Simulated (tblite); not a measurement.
C2H10BO3Si2 (doublet state).
Atom-mapped SMILES: `[CH3:1][O:2][CH2:3][SiH2:4][SiH:5][B:6]([OH:7])[OH:8]` (hydrogens: H9, H10, H11 on C1; H12, H13 on C3; H14, H15 on Si4; H16 on Si5; H17 on O7; H18 on O8)

Computed with GFN2-xTB (tblite), gas phase: L-BFGS steps from a force-field or distance-geometry start until the largest atomic force falls under 0.01 eV/Å.

The end geometry, which sets the zero of energy:
```
atom  x, y, z in Å
C1      2.1648    0.8568   -0.5904
O2      1.4693   -0.1434    0.1001
C3      1.2719    0.1445    1.4721
Si4     0.0994   -1.2374    2.0686
Si5    -1.5190   -1.2569    0.4671
B6     -2.0823    0.1570   -0.7322
O7     -3.0596    0.0642   -1.6897
O8     -1.4544    1.3560   -0.6202
H9      3.1566    1.0277   -0.1502
H10     2.2780    0.5166   -1.6190
H11     1.6069    1.8022   -0.5759
H12     2.2361    0.1729    1.9959
H13     0.8152    1.1364    1.5858
H14    -0.2418   -0.9025    3.4703
H15     0.8995   -2.4692    2.1727
H16    -2.3876   -2.4592    0.4889
H17    -3.5097   -0.7736   -1.7691
H18    -1.7522    2.0142   -1.2504
```

Task: These geometries come from the run, each turned onto the end geometry. Order them by energy, lowest first.
A.
```
atom  x, y, z in Å
C1      2.6814    0.6401   -0.6735
O2      1.8020   -0.2623   -0.0544
C3      1.1434    0.2877    1.0711
Si4    -0.0331   -1.0467    1.7955
Si5    -1.6103   -1.6274    0.2275
B6     -2.4699   -0.0434   -0.5478
O7     -2.7522    0.4498   -1.7771
O8     -2.5019    0.7525    0.5514
H9      3.4533    0.9963    0.0304
H10     3.1640    0.1108   -1.4966
H11     2.1373    1.5150   -1.0678
H12     1.8857    0.6168    1.8163
H13     0.5714    1.1825    0.7777
H14    -0.4567   -0.3766    3.0422
H15     0.8479   -2.1023    2.3150
H16    -2.4908   -2.6408    0.8010
H17    -2.7368   -0.1414   -2.5266
H18    -2.6436    1.6959    0.5402
```
B.
```
atom  x, y, z in Å
C1      2.5461    0.4869   -0.6359
O2      1.6091   -0.2956    0.0499
C3      1.1104    0.3131    1.2286
Si4     0.0630   -1.0736    2.0285
Si5    -1.5927   -1.3059    0.4694
B6     -2.3838    0.2172   -0.4325
O7     -2.9342    0.2644   -1.6867
O8     -2.4021    1.3777    0.2751
H9      3.3913    0.7470    0.0153
H10     2.9138   -0.1001   -1.4762
H11     2.0926    1.4118   -1.0169
H12     1.9398    0.6399    1.8663
H13     0.5227    1.2052    0.9666
H14    -0.2778   -0.5856    3.3859
H15     0.9574   -2.2261    2.2481
H16    -1.9202   -2.6475   -0.0613
H17    -2.8431   -0.5311   -2.2040
H18    -2.8013    2.1084   -0.1959
```
C.
```
atom  x, y, z in Å
C1      2.4494    0.7479   -0.5810
O2      1.5836   -0.1537    0.0523
C3      1.2999    0.1884    1.3961
Si4     0.0392   -1.1063    2.0179
Si5    -1.5038   -1.2916    0.3512
B6     -2.3218    0.1484   -0.6525
O7     -3.2561    0.0463   -1.6499
O8     -1.9109    1.4031   -0.3258
H9      3.4238    0.7873   -0.0747
H10     2.5868    0.3942   -1.6021
H11     2.0235    1.7609   -0.5979
H12     2.2264    0.1932    1.9841
H13     0.8818    1.2034    1.4445
H14    -0.3825   -0.5897    3.3420
H15     0.7795   -2.3459    2.3071
H16    -2.0557   -2.6515    0.1386
H17    -3.5639   -0.8279   -1.8752
H18    -2.3080    2.0995   -0.8504
```
D.
```
atom  x, y, z in Å
C1      2.2680    0.8216   -0.5762
O2      1.5038   -0.1401    0.0966
C3      1.2712    0.1727    1.4573
Si4     0.0909   -1.2050    2.0484
Si5    -1.5232   -1.2545    0.4421
B6     -2.1648    0.1586   -0.7196
O7     -3.1170    0.0358   -1.6981
O8     -1.6160    1.3899   -0.5549
H9      3.2729    0.9081   -0.1374
H10     2.3522    0.4926   -1.6114
H11     1.7836    1.8085   -0.5386
H12     2.2207    0.2138    2.0069
H13     0.8095    1.1663    1.5359
H14    -0.2420   -0.8734    3.4513
H15     0.8905   -2.4362    2.1432
H16    -2.3585   -2.4779    0.4693
H17    -3.5027   -0.8280   -1.8286
H18    -1.9480    2.0536   -1.1617
```
E.
```
atom  x, y, z in Å
C1      2.4617    0.6293   -0.6179
O2      1.6217   -0.2359    0.0940
C3      1.2869    0.2236    1.3917
Si4     0.0204   -1.0627    2.0202
Si5    -1.3839   -1.2815    0.2418
B6     -2.3242    0.1851   -0.5997
O7     -3.2395    0.1170   -1.6191
O8     -2.0379    1.4228   -0.1147
H9      3.3963    0.8195   -0.0732
H10     2.6888    0.1439   -1.5666
H11     1.9674    1.5915   -0.8081
H12     2.1903    0.2980    2.0107
H13     0.8490    1.2294    1.3342
H14    -0.4729   -0.5308    3.3087
H15     0.7801   -2.2690    2.3812
H16    -1.8383   -2.6542   -0.0727
H17    -3.4439   -0.7524   -1.9580
H18    -2.5309    2.1327   -0.5282
```

Result: D (0.004 eV), C (0.020 eV), E (0.036 eV), B (0.117 eV), A (0.423 eV).

In the order of the answer:

```csv
step,E above end (eV),largest force (eV/Å),rms force component (eV/Å),rms distance from end (Å),rms bond change (Å),bond most changed (Å)
162,0.004,0.07,0.018,0.103,0.001,C1–H11 +0.002
117,0.020,0.05,0.018,0.329,0.001,C3–Si4 +0.003
93,0.036,0.06,0.018,0.466,0.002,Si5–H16 -0.004
49,0.117,0.15,0.049,0.684,0.003,Si4–Si5 +0.009
16,0.423,0.50,0.129,0.867,0.011,Si5–B6 +0.024
```

What follows is the cost of the whole relaxation. Time: 1.3 s of wall time. Hardware: an Arm Neoverse V2 with one thread, shared host with 96 logical CPUs at a one-minute load of 35.
